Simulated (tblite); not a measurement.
Compound: CH9BrNSi3 (doublet state).
Atom-mapped SMILES: `[SiH2:1][N:2]([CH2:3][SiH3:4])[SiH2:5][Br:6]` (hydrogens: H7, H8 on Si1; H9, H10 on C3; H11, H12, H13 on Si4; H14, H15 on Si5)

Computed with GFN2-xTB (tblite), gas phase: L-BFGS steps from a force-field or distance-geometry start until the largest atomic force falls under 0.01 eV/Å.

Step 95: E = -515.9924 eV
```
atom  x, y, z in Å  |  force x, y, z in eV/Å
Si1     1.0205    1.6822    0.6228    0.002   0.003   0.034
N2      0.6543    0.0975   -0.0163    0.045  -0.050  -0.052
C3     -0.4856   -0.0529   -0.9133   -0.001   0.019  -0.015
Si4    -2.1633   -0.0343   -0.0028    0.039  -0.010  -0.001
Si5     1.7751   -1.1975    0.0781   -0.021  -0.035   0.031
Br6     2.7346   -1.0566    2.0664   -0.012   0.016  -0.013
H7      0.7528    2.6640   -0.4256   -0.037   0.016  -0.012
H8      0.3125    1.8646    1.8857   -0.001  -0.002  -0.020
H9     -0.3885   -0.9947   -1.4593    0.018  -0.001  -0.005
H10    -0.4603    0.7372   -1.6727   -0.001   0.014   0.027
H11    -3.1955   -0.2959   -1.0077    0.012  -0.012   0.025
H12    -2.3698    1.2724    0.6171    0.004   0.064   0.001
H13    -2.1374   -1.0633    1.0346   -0.014  -0.040  -0.007
H14     2.8671   -1.1385   -0.8882   -0.025   0.016   0.011
H15     1.0792   -2.4764    0.0593   -0.010   0.002  -0.003
```

Step 96: E = -515.9937 eV
```
atom  x, y, z in Å  |  force x, y, z in eV/Å
Si1     1.0484    1.7016    0.5859    0.003   0.000  -0.004
N2      0.6615    0.1181   -0.0434    0.062  -0.050  -0.026
C3     -0.4896   -0.0345   -0.9254    0.009   0.013  -0.007
Si4    -2.1553   -0.0649    0.0077    0.037   0.015   0.063
Si5     1.7587   -1.1947    0.0896    0.022   0.012   0.014
Br6     2.6521   -1.0750    2.1135   -0.028   0.011  -0.063
H7      0.7649    2.6862   -0.4583   -0.035  -0.014   0.019
H8      0.3714    1.8837    1.8652   -0.007   0.012  -0.014
H9     -0.3834   -0.9653   -1.4877    0.012   0.003  -0.035
H10    -0.4870    0.7712   -1.6684   -0.007  -0.001   0.028
H11    -3.1958   -0.3203   -0.9909    0.020  -0.009   0.038
H12    -2.3693    1.2249    0.6658    0.006   0.025  -0.028
H13    -2.1034   -1.1140    1.0283   -0.009  -0.011  -0.056
H14     2.8858   -1.1528   -0.8422   -0.077   0.024   0.064
H15     1.0365   -2.4563    0.0384   -0.007  -0.030   0.009
```

Q: Estimate the geometry and energy of step 97. (The exact step hangs on the optimiser's Hessian estimate; all steps are aligned on step 96, rigid shifts and turns removed.)

A: E = -515.9944 eV, largest force 0.075 eV/Å
```
atom  x, y, z in Å  |  force x, y, z in eV/Å
Si1     1.0461    1.7034    0.5861    0.006  -0.002  -0.014
N2      0.6645    0.1187   -0.0452    0.018   0.028  -0.004
C3     -0.4878   -0.0354   -0.9249    0.037  -0.013  -0.015
Si4    -2.1511   -0.0666    0.0081   -0.001   0.003   0.075
Si5     1.7571   -1.1943    0.0906    0.003  -0.018   0.006
Br6     2.6465   -1.0747    2.1120   -0.004   0.010  -0.019
H7      0.7632    2.6890   -0.4588   -0.036  -0.029   0.033
H8      0.3714    1.8842    1.8672   -0.006   0.009  -0.026
H9     -0.3803   -0.9666   -1.4869    0.007   0.018  -0.039
H10    -0.4860    0.7708   -1.6659   -0.012   0.013  -0.004
H11    -3.1930   -0.3239   -0.9893    0.027  -0.005   0.043
H12    -2.3617    1.2248    0.6635    0.000   0.025  -0.022
H13    -2.1007   -1.1165    1.0285   -0.007  -0.002  -0.058
H14     2.8785   -1.1540   -0.8428   -0.020   0.021   0.029
H15     1.0288   -2.4509    0.0360   -0.013  -0.058   0.016
```

The energy changes by -0.0007 eV. The first-order estimate −F·Δx gives -0.0013 eV and the mean of the old and new forces, exact on a quadratic surface, -0.0007 eV. The step makes an angle of 71° with the force vector and moves no atom by more than 0.010 Å.

The cost below is that of the whole relaxation. Time: 2.9 s. Hardware: an Intel Xeon Platinum 8259CL at 2.50 GHz with one thread, shared host.
